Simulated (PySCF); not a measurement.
pentane (C5H12), SMILES C(CC)CC.

Geometry optimised at B3LYP-D3(BJ)/def2-SVP. Other conformers were not sampled.

Calculation: PySCF with TDDFT-CAM-B3LYP/def2-SVPD.

Vertical excitations. Gas-phase values at a fixed geometry.

Problem. Give excitation energies, oscillator strengths and character. (Estimate from the structure and the level; the computed values follow.)

Solution. 
| state | energy (eV) | λ (nm) | f | main pairs |
|---|---|---|---|---|
| S1 | 8.71 | 142 | 0.001 | HOMO→LUMO 88 % |
| S2 | 8.84 | 140 | 0.004 | HOMO−1→LUMO 82 % |
| S3 | 9.02 | 137 | 0.011 | HOMO−2→LUMO 80 % |
| S4 | 9.19 | 135 | 0.021 | HOMO→LUMO+1 47 %, HOMO−3→LUMO 13 %, HOMO−1→LUMO+1 10 % |
| S5 | 9.22 | 134 | 0.018 | HOMO−3→LUMO 26 %, HOMO→LUMO+2 20 %, HOMO−1→LUMO+1 17 %, HOMO−1→LUMO+2 13 % |
| S6 | 9.35 | 133 | 0.012 | HOMO→LUMO+2 61 %, HOMO→LUMO+1 19 % |
| S7 | 9.51 | 130 | 0.024 | HOMO−1→LUMO+2 44 %, HOMO−2→LUMO+1 24 % |
| S8 | 9.56 | 130 | 0.022 | HOMO−2→LUMO+1 39 %, HOMO−1→LUMO+2 19 %, HOMO−1→LUMO+1 12 %, HOMO−4→LUMO 6 % |
| S9 | 9.60 | 129 | 0.010 | HOMO→LUMO+3 82 % |
| S10 | 9.67 | 128 | 0.065 | HOMO−2→LUMO+2 72 % |
| T1 | 8.48 | 146 | 0 | HOMO→LUMO 78 % |
| T2 | 8.56 | 145 | 0 | HOMO−1→LUMO 73 % |
| T3 | 8.76 | 141 | 0 | HOMO−2→LUMO 75 % |
| T4 | 8.91 | 139 | 0 | HOMO→LUMO+1 37 %, HOMO→LUMO+2 19 %, HOMO−4→LUMO 10 %, HOMO−3→LUMO 7 % |
Triplets are in the Tamm–Dancoff approximation, which puts them higher than full response would, so one can lie above its singlet here.
